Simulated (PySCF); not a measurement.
Atomic charges by several schemes

Compound: C6H9ClSi.
Numbering: `[CH2:1]=[C:2]=[C:3]([CH3:4])[Si@H:5]([Cl:6])[CH:7]=[CH2:8]` (hydrogens: H9, H10 on C1; H11, H12, H13 on C4; H14 on Si5; H15 on C7; H16, H17 on C8)

Geometry (GFN2-xTB, Å), atoms numbered from 1 in this order:
```xyz
17
C6H9ClSi angstrom
C     -1.5523   -2.1769   -1.4790
C     -1.2028   -1.1157   -0.8247
C     -0.8344   -0.0714   -0.1442
C     -1.1907    1.3281   -0.5765
Si     0.1879   -0.2679    1.4378
Cl    -0.7417    0.7373    2.9438
C      1.8888    0.5167    1.2013
C      2.4945    0.6606    0.0321
H     -2.4835   -2.6845   -1.2830
H     -0.9323   -2.5983   -2.2545
H     -1.7752    1.8175    0.2011
H     -0.2851    1.9130   -0.7336
H     -1.7696    1.3159   -1.4974
H      0.2841   -1.6745    1.8279
H      2.3975    0.8711    2.0906
H      2.0381    0.3277   -0.8865
H      3.4696    1.1132   -0.0651
```

Density: PBE0/pcSseg-1 (PySCF); schemes: Mulliken, IAO, Hirshfeld and ESP-fitted. The structure is a single GFN2-xTB conformer in the gas phase; no vibrational or solvent corrections.

Problem. Atoms with like bonding are taken together and averaged. Do the Mulliken, IAO, Hirshfeld and ESP-fitted schemes agree on where the charge is lowest?

Solution. The schemes don't all agree: Mulliken C3 (-0.655); IAO C7 (-0.435); Hirshfeld C7 (-0.142); ESP-fitted C1 (-0.603).

Problem. Do the Mulliken, IAO, Hirshfeld and ESP-fitted schemes agree on where the charge is highest?

Solution. The schemes don't all agree: Mulliken Si5 (+0.967); IAO Si5 (+0.943); Hirshfeld Si5 (+0.362); ESP-fitted H9/H10 (+0.234).

Problem. For which atoms does the sign change between the 4 schemes (beyond +0.03 e in one, beyond −0.03 e in another)?

Solution. For none.

Problem. Give the atomic charges in each scheme.

Solution. In e; atoms taken as equivalent share a row and are averaged (×n: the atom named and its like, n in all):

```json
{"atom": "C1", "environment": "outer carbon of cumulated double bonds", "Mulliken": "-0.159", "IAO": "-0.383", "Hirshfeld": "-0.121", "ESP-fitted": "-0.603"}
{"atom": "C2", "environment": "central carbon of cumulated double bonds", "Mulliken": "-0.022", "IAO": "+0.046", "Hirshfeld": "+0.010", "ESP-fitted": "+0.169"}
{"atom": "C3", "environment": "outer carbon of cumulated double bonds", "Mulliken": "-0.655", "IAO": "-0.320", "Hirshfeld": "-0.102", "ESP-fitted": "-0.029"}
{"atom": "C4", "environment": "methyl carbon", "Mulliken": "-0.168", "IAO": "-0.410", "Hirshfeld": "-0.116", "ESP-fitted": "-0.504"}
{"atom": "Si5", "environment": "chlorine-bound silicon", "Mulliken": "+0.967", "IAO": "+0.943", "Hirshfeld": "+0.362", "ESP-fitted": "+0.222"}
{"atom": "Cl6", "environment": "silicon-bound chlorine", "Mulliken": "-0.332", "IAO": "-0.320", "Hirshfeld": "-0.125", "ESP-fitted": "-0.166"}
{"atom": "C7", "environment": "alkene CH carbon", "Mulliken": "-0.491", "IAO": "-0.435", "Hirshfeld": "-0.142", "ESP-fitted": "-0.148"}
{"atom": "C8", "environment": "terminal =CH2 carbon", "Mulliken": "-0.154", "IAO": "-0.269", "Hirshfeld": "-0.075", "ESP-fitted": "-0.362"}
{"atom": "H9/H10", "environment": "hydrogen on C1", "Mulliken": "+0.151", "IAO": "+0.174", "Hirshfeld": "+0.058", "ESP-fitted": "+0.234"}
{"atom": "H11/H12/H13", "environment": "methyl hydrogen", "Mulliken": "+0.129", "IAO": "+0.154", "Hirshfeld": "+0.043", "ESP-fitted": "+0.163"}
{"atom": "H14", "environment": "Si–H hydrogen", "Mulliken": "-0.059", "IAO": "-0.121", "Hirshfeld": "-0.074", "ESP-fitted": "-0.021"}
{"atom": "H15", "environment": "vinylic hydrogen", "Mulliken": "+0.136", "IAO": "+0.159", "Hirshfeld": "+0.043", "ESP-fitted": "+0.141"}
{"atom": "H16", "environment": "vinylic hydrogen", "Mulliken": "+0.124", "IAO": "+0.147", "Hirshfeld": "+0.044", "ESP-fitted": "+0.177"}
{"atom": "H17", "environment": "vinylic hydrogen", "Mulliken": "+0.125", "IAO": "+0.154", "Hirshfeld": "+0.053", "ESP-fitted": "+0.169"}
```

Mean size of the charges over all atoms: IAO 0.266 e, Mulliken 0.240 e, ESP-fitted 0.216 e, Hirshfeld 0.089 e. Each set sums to the total charge, 0, to within 0.001 e. The Mulliken scheme gives each basis function's population to the atom it is centred on and halves the overlap population of two atoms between them. The Hirshfeld scheme divides the density at each point in proportion to the densities of the neutral, spherically averaged free atoms.

Problem. Sum the charges by element, for elements with more than one atom.

Solution. 
| element | atoms | Mulliken | IAO | Hirshfeld | ESP-fitted |
| --- | --- | --- | --- | --- | --- |
| C | 6 | -1.648 | -1.771 | -0.546 | -1.478 |
| H | 9 | +1.014 | +1.148 | +0.309 | +1.422 |

Problem. How closely do the schemes follow one another over all atoms?

Solution. Correlation coefficient and root-mean-square difference: IAO with Hirshfeld 0.99, 0.217 e; Mulliken with Hirshfeld 0.94, 0.231 e; Mulliken with IAO 0.93, 0.122 e; IAO with ESP-fitted 0.76, 0.218 e; Hirshfeld with ESP-fitted 0.69, 0.198 e; Mulliken with ESP-fitted 0.53, 0.298 e.

These values come from a run that also computed NMR shieldings. On one thread of an Intel Xeon Platinum 8259CL at 2.50 GHz, on a shared host, this took 47 s and 0.86 GiB of memory at its peak.
